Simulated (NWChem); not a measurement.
System: HgCl, doublet; SMILES [Cl][Hg]

Here is an NWChem input.

```
start job
memory heap 200 mb stack 900 mb global 1100 mb
geometry units angstroms noautosym nocenter noautoz
  Hg     0.000000     0.000000    -0.372610
  Cl     0.000000     0.000000     2.077352
end
basis spherical
  * library def2-svp
end
ecp
  Hg library def2-ecp
end
dft
  odft
  mult 2
  xc hfexch
  iterations 150
end
tddft
  cis
  nroots 6
end
task tddft energy
```

Excerpt of the output:

```
             Northwest Computational Chemistry Package (NWChem) 7.3.0
             --------------------------------------------------------

                             Geometry "geometry" -> ""
                             -------------------------

 Output coordinates in angstroms (scale by  1.889725989 to convert to a.u.)

  No.       Tag          Charge          X              Y              Z
 ---- ---------------- ---------- -------------- -------------- --------------
    1 Hg                  80.0000     0.00000000     0.00000000    -0.37261000
    2 Cl                  17.0000     0.00000000     0.00000000     2.07735200

 Effective nuclear repulsion energy (a.u.)     293.7519270256

 Summary of "ao basis" -> "ao basis" (spherical)
 ------------------------------------------------------------------------------
       Tag                 Description            Shells   Functions and Types
 ---------------- ------------------------------  ------  ---------------------
 Hg                         def2-svp                12       32   6s3p2d1f
 Cl                         def2-svp                 8       18   4s3p1d

            General Information
            -------------------
          SCF calculation type: DFT
          Wavefunction type:  spin polarized.
          No. of atoms     :     2
          No. of electrons :    37
           Alpha electrons :    19
            Beta electrons :    18
          Charge           :     0
          Spin multiplicity:     2
          Use of symmetry is: off; symmetry adaption is: off
          Maximum number of iterations: 150
          AO basis - number of functions:    50
                     number of shells:    20
          Convergence on energy requested:  1.00D-06
          Convergence on density requested:  1.00D-05
          Convergence on gradient requested:  5.00D-04

              XC Information
              --------------
                     Hartree-Fock (Exact) Exchange  1.000

      Superposition of Atomic Density Guess
      -------------------------------------

 Sum of atomic energies:        -633.46841017

      Non-variational initial energy
      ------------------------------

 Total energy =    -611.891705
 1-e energy   =   -1051.763652
 2-e energy   =     366.433964
 HOMO         =      -0.224947
 LUMO         =       0.089745

   convergence    iter        energy       DeltaE   RMS-Dens  Diis-err
 ---------------- ----- ----------------- --------- --------- ---------
 d= 0,ls=0.0,diis     1   -611.8528457406 -6.85D+02  7.55D-03  3.46D-02
                                                     6.12D-03  3.93D-02
 d= 0,ls=0.0,diis     2   -611.8788173068 -2.60D-02  2.04D-03  1.23D-02
                                                     1.85D-03  1.03D-02
 d= 0,ls=0.0,diis     3   -611.8847408335 -5.92D-03  1.57D-03  5.75D-04
                                                     7.64D-04  4.55D-04
 d= 0,ls=0.0,diis     4   -611.8857708948 -1.03D-03  6.03D-04  6.46D-05
                                                     3.23D-04  8.05D-05
 d= 0,ls=0.0,diis     5   -611.8859114281 -1.41D-04  1.76D-04  9.84D-06
                                                     8.71D-05  5.36D-06
  Resetting Diis
 d= 0,ls=0.0,diis     6   -611.8859242469 -1.28D-05  5.37D-05  6.17D-07
                                                     3.85D-05  1.33D-06
 d= 0,ls=0.0,diis     7   -611.8859256914 -1.44D-06  1.06D-05  6.99D-08
                                                     1.03D-05  1.20D-07
 d= 0,ls=0.0,diis     8   -611.8859258057 -1.14D-07  3.66D-06  2.60D-08
                                                     4.88D-06  3.34D-08

         Total DFT energy =     -611.885925805697
      One electron energy =    -1051.782017147189
           Coulomb energy =      407.058255850624
    Exchange-Corr. energy =      -40.600146265542
 Nuclear repulsion energy =       73.437981756410

 Numeric. integr. density =        0.000000000000

                    DFT Final Alpha Molecular Orbital Analysis
                    ------------------------------------------

 Vector   17  Occ=1.000000D+00  E=-4.186256D-01
              MO Center=  2.4D-15, -1.2D-15,  2.0D+00, r^2= 1.3D+00
   Bfn.  Coefficient  Atom+Function         Bfn.  Coefficient  Atom+Function
  ----- ------------  ---------------      ----- ------------  ---------------
    43      0.526941  2 Cl px                44     -0.392422  2 Cl py
    40      0.366120  2 Cl px                41     -0.272656  2 Cl py
    37      0.213416  2 Cl px                38     -0.158934  2 Cl py
    19      0.107775  1 Hg d  1              17      0.080262  1 Hg d -1
    13      0.069131  1 Hg px                14     -0.051483  1 Hg py

 Vector   18  Occ=1.000000D+00  E=-4.186256D-01
              MO Center=  3.9D-13,  5.6D-13,  2.0D+00, r^2= 1.3D+00
   Bfn.  Coefficient  Atom+Function         Bfn.  Coefficient  Atom+Function
  ----- ------------  ---------------      ----- ------------  ---------------
    44      0.526941  2 Cl py                43      0.392422  2 Cl px
    41      0.366120  2 Cl py                40      0.272656  2 Cl px
    38      0.213416  2 Cl py                37      0.158934  2 Cl px
    17     -0.107775  1 Hg d -1              19      0.080262  1 Hg d  1
    14      0.069131  1 Hg py                13      0.051483  1 Hg px

 Vector   19  Occ=1.000000D+00  E=-3.413702D-01
              MO Center= -1.3D-14, -1.4D-14, -3.3D-01, r^2= 4.0D+00
   Bfn.  Coefficient  Atom+Function         Bfn.  Coefficient  Atom+Function
  ----- ------------  ---------------      ----- ------------  ---------------
     5      0.590825  1 Hg s                  6      0.443265  1 Hg s
     3     -0.434301  1 Hg s                 45      0.398870  2 Cl pz
     2      0.302424  1 Hg s                 15     -0.275659  1 Hg pz
    42      0.244309  2 Cl pz                 4     -0.173498  1 Hg s
     9      0.158251  1 Hg pz                39      0.143239  2 Cl pz

 Vector   20  Occ=0.000000D+00  E= 5.685123D-02
              MO Center=  1.0D-14, -2.4D-14, -4.2D-01, r^2= 5.1D+00
   Bfn.  Coefficient  Atom+Function         Bfn.  Coefficient  Atom+Function
  ----- ------------  ---------------      ----- ------------  ---------------
    13      0.733637  1 Hg px                14     -0.696487  1 Hg py
     7     -0.165800  1 Hg px                 8      0.157404  1 Hg py
    43     -0.152370  2 Cl px                44      0.144654  2 Cl py
    40     -0.059794  2 Cl px                41      0.056766  2 Cl py
    19     -0.041456  1 Hg d  1              17     -0.039357  1 Hg d -1

[...]

                                NWChem TDDFT Module
                                -------------------

            General Information
            -------------------
           No. of orbitals :     100
            Alpha orbitals :      50
             Beta orbitals :      50
        Alpha frozen cores :       0
         Beta frozen cores :       0
     Alpha frozen virtuals :       0
      Beta frozen virtuals :       0
         Spin multiplicity :       2
    Number of AO functions :      50
        Use of symmetry is : off
      Symmetry adaption is : off
         Schwarz screening :  0.10D-07

              XC Information
              --------------
              Hartree-Fock (Exact) Exchange   1.00

             TDDFT Information
             -----------------
          Calculation type : CIS
         Wavefunction type : Unrestricted
          No. of electrons :      37
           Alpha electrons :      19
            Beta electrons :      18
              No. of roots :       6
          Max subspacesize :    5200
            Max iterations :     100
               Target root :       1
           Target symmetry : none
      Symmetry restriction : off
                 Algorithm : Optimal
        Davidson threshold :  0.10D-03

    6 smallest eigenvalue differences (eV)
--------------------------------------------------------
  No. Spin  Occ  Vir  Irrep   E(Occ)    E(Vir)   E(Diff)
--------------------------------------------------------
    1    2   18   19 a        -0.410    -0.034    10.250
    2    2   17   19 a        -0.410    -0.034    10.250
    3    2   16   19 a        -0.414    -0.034    10.353
    4    1   19   20 a        -0.341     0.057    10.836
    5    1   19   21 a        -0.341     0.057    10.836
    6    1   18   20 a        -0.419     0.057    12.938
--------------------------------------------------------

  Entering Davidson iterations
  Unrestricted

  Iter   NTrls   NConv    DeltaV     DeltaE      Time
  ----  ------  ------  ---------  ---------  ---------
    1      6       0     0.13E+00   0.10+100        0.9
    2     12       0     0.64E-01   0.33E-01        0.9
    3     18       0     0.16E-01   0.43E-02        0.9
    4     24       0     0.14E-01   0.57E-03        0.9
    5     30       0     0.33E-01   0.16E-02        0.9
    6     36       0     0.37E-01   0.31E-02        0.9
    7     42       2     0.80E-01   0.10E-01        0.9
    8     46       5     0.48E-01   0.11E-01        0.8
    9     47       5     0.28E-01   0.29E-02        0.8
   10     48       5     0.15E-01   0.83E-03        0.8
   11     49       5     0.74E-02   0.19E-03        0.8
   12     50       5     0.25E-02   0.28E-04        0.8
   13     51       5     0.11E-02   0.22E-05        0.8
   14     52       5     0.79E-03   0.55E-06        0.8
   15     53       5     0.48E-03   0.26E-06        0.8
   16     54       5     0.33E-03   0.11E-06        0.8
   17     55       6     0.79E-04   0.23E-07        0.8
  ----  ------  ------  ---------  ---------  ---------
  Convergence criterion met

  Ground state a        -611.885925805697 a.u.
  <S2> =   0.7701

  ----------------------------------------------------------------------------
  Root   1         a              0.119702899 a.u.                3.2573 eV
  <S2> =   0.8996
  ----------------------------------------------------------------------------
     Transition Moments    X -0.04357   Y  0.14116   Z  0.00000
     Dipole Oscillator Strength                    0.0017417007
     Electric Quadrupole                           0.0000000012
     Magnetic Dipole                               0.0000000051
     Total Oscillator Strength                     0.0017417070

     Occ.   11 beta  a   ---  Virt.   19 beta  a        0.05384
     Occ.   18 beta  a   ---  Virt.   19 beta  a       -0.93914
     Occ.   18 beta  a   ---  Virt.   22 beta  a       -0.30242
     Occ.   18 beta  a   ---  Virt.   23 beta  a       -0.10127
  ----------------------------------------------------------------------------
  Root   2         a              0.119702899 a.u.                3.2573 eV
  <S2> =   0.8996
  ----------------------------------------------------------------------------
     Transition Moments    X -0.14116   Y -0.04357   Z -0.00000
     Dipole Oscillator Strength                    0.0017417007
     Electric Quadrupole                           0.0000000012
     Magnetic Dipole                               0.0000000051
     Total Oscillator Strength                     0.0017417070

     Occ.   12 beta  a   ---  Virt.   19 beta  a        0.05384
     Occ.   17 beta  a   ---  Virt.   19 beta  a        0.93914
     Occ.   17 beta  a   ---  Virt.   22 beta  a        0.30242
     Occ.   17 beta  a   ---  Virt.   23 beta  a        0.10127
  ----------------------------------------------------------------------------
  Root   3         a              0.146447229 a.u.                3.9850 eV
  <S2> =   0.8480
  ----------------------------------------------------------------------------
     Transition Moments    X  0.00000   Y  0.00000   Z -1.14606
     Dipole Oscillator Strength                    0.1282346218
     Electric Quadrupole                           0.0000001852
     Magnetic Dipole                               0.0000000000
     Total Oscillator Strength                     0.1282348070

     Occ.   16 alpha a   ---  Virt.   22 alpha a       -0.09225
     Occ.   17 alpha a   ---  Virt.   20 alpha a        0.10215
     Occ.   18 alpha a   ---  Virt.   21 alpha a        0.10215
     Occ.   19 alpha a   ---  Virt.   22 alpha a       -0.15463
     Occ.   15 beta  a   ---  Virt.   19 beta  a        0.11483
     Occ.   16 beta  a   ---  Virt.   19 beta  a       -0.93468
     Occ.   16 beta  a   ---  Virt.   22 beta  a       -0.18484
     Occ.   16 beta  a   ---  Virt.   23 beta  a       -0.09752
  ----------------------------------------------------------------------------
  Root   4         a              0.183357320 a.u.                4.9894 eV
  <S2> =   0.8475
  ----------------------------------------------------------------------------
     Transition Moments    X  1.03676   Y  0.21695   Z -0.00000
     Dipole Oscillator Strength                    0.1371446341
     Electric Quadrupole                           0.0000001781
     Magnetic Dipole                               0.0000008681
     Total Oscillator Strength                     0.1371456804

     Occ.   16 alpha a   ---  Virt.   20 alpha a        0.05199
     Occ.   16 alpha a   ---  Virt.   21 alpha a        0.07517
     Occ.   19 alpha a   ---  Virt.   20 alpha a       -0.55447
     Occ.   19 alpha a   ---  Virt.   21 alpha a       -0.80169
     Occ.   12 beta  a   ---  Virt.   19 beta  a        0.05685
     Occ.   16 beta  a   ---  Virt.   20 beta  a        0.15760
  ----------------------------------------------------------------------------
  Root   5         a              0.183357320 a.u.                4.9894 eV
  <S2> =   0.8475
  ----------------------------------------------------------------------------
     Transition Moments    X -0.21695   Y  1.03676   Z -0.00000
     Dipole Oscillator Strength                    0.1371446341
     Electric Quadrupole                           0.0000001781
     Magnetic Dipole                               0.0000008681
     Total Oscillator Strength                     0.1371456804

     Occ.   16 alpha a   ---  Virt.   20 alpha a       -0.07517
     Occ.   16 alpha a   ---  Virt.   21 alpha a        0.05199
     Occ.   19 alpha a   ---  Virt.   20 alpha a        0.80169
     Occ.   19 alpha a   ---  Virt.   21 alpha a       -0.55447
     Occ.   11 beta  a   ---  Virt.   19 beta  a       -0.05685
     Occ.   16 beta  a   ---  Virt.   21 beta  a        0.15760
  ----------------------------------------------------------------------------
  Root   6         a              0.261026876 a.u.                7.1029 eV
  <S2> =   0.7723
  ----------------------------------------------------------------------------
     Transition Moments    X  0.00000   Y  0.00000   Z  1.45903
     Dipole Oscillator Strength                    0.3704450024
     Electric Quadrupole                           0.0000001685
     Magnetic Dipole                               0.0000000000
     Total Oscillator Strength                     0.3704451709

     Occ.   17 alpha a   ---  Virt.   20 alpha a       -0.11088
     Occ.   18 alpha a   ---  Virt.   21 alpha a       -0.11088
     Occ.   19 alpha a   ---  Virt.   22 alpha a       -0.93727
     Occ.   19 alpha a   ---  Virt.   23 alpha a       -0.07548
     Occ.   15 beta  a   ---  Virt.   19 beta  a       -0.21547
     Occ.   15 beta  a   ---  Virt.   23 beta  a       -0.05089
     Occ.   16 beta  a   ---  Virt.   19 beta  a        0.08009
     Occ.   17 beta  a   ---  Virt.   20 beta  a       -0.09622
     Occ.   18 beta  a   ---  Virt.   21 beta  a       -0.09622

              Target root =      1
          Target symmetry = none
      Ground state energy =   -611.885925805697
        Excitation energy =      0.119702899109
     Excited state energy =   -611.766222906588

  stored tddft:energy   -611.76622290658827
```

Level: UHF/def2-SVP with def2 effective core potentials on Hg, CIS. Geometry: optimised at PBE0/def2-SVP, spin-unrestricted. The spin multiplicity was typed, not searched, and may not be the lowest. No stability test was run on the SCF state. def2 effective core potentials on Hg; no spin-orbit coupling.
